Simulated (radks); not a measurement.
Initial-state core-level shifts of the holmium ion Ho+ when its valence configuration changes from [Xe] 4f11 6s1. Calculated with a radial shooting solver on a logarithmic mesh with Libxc functionals: Dirac Kohn-Sham, PBE, spin-unpolarised, spherical densities, point nucleus; open shells fill j = l - 1/2 first. Shifts are changes of the shell-averaged eigenvalues in eV (positive: less bound).

| valence | 3s | 3d | 5s | 5p |
|---|---|---|---|---|
| 4f11.5 6s0.5 | +3.935 | +3.905 | +2.695 | +2.333 |
| 4f12 | +6.769 | +6.717 | +4.746 | +4.121 |
| 4f10 6s1 6p1 | -11.150 | -11.070 | -7.405 | -6.468 |
| 4f10 5d1 6s1 | -7.674 | -7.579 | -3.856 | -3.127 |
| 4f11 6p1 | -1.159 | -1.161 | -1.224 | -1.198 |
| 4f10.5 6s1 6p0.5 | -5.289 | -5.253 | -3.631 | -3.186 |
| 4f10.5 5d1 6s0.5 | -2.709 | -2.660 | -0.899 | -0.614 |
| 4f9 6s1 6p2 | -24.234 | -24.052 | -15.163 | -13.151 |
| 4f10 6s2 | -10.007 | -9.925 | -6.249 | -5.344 |
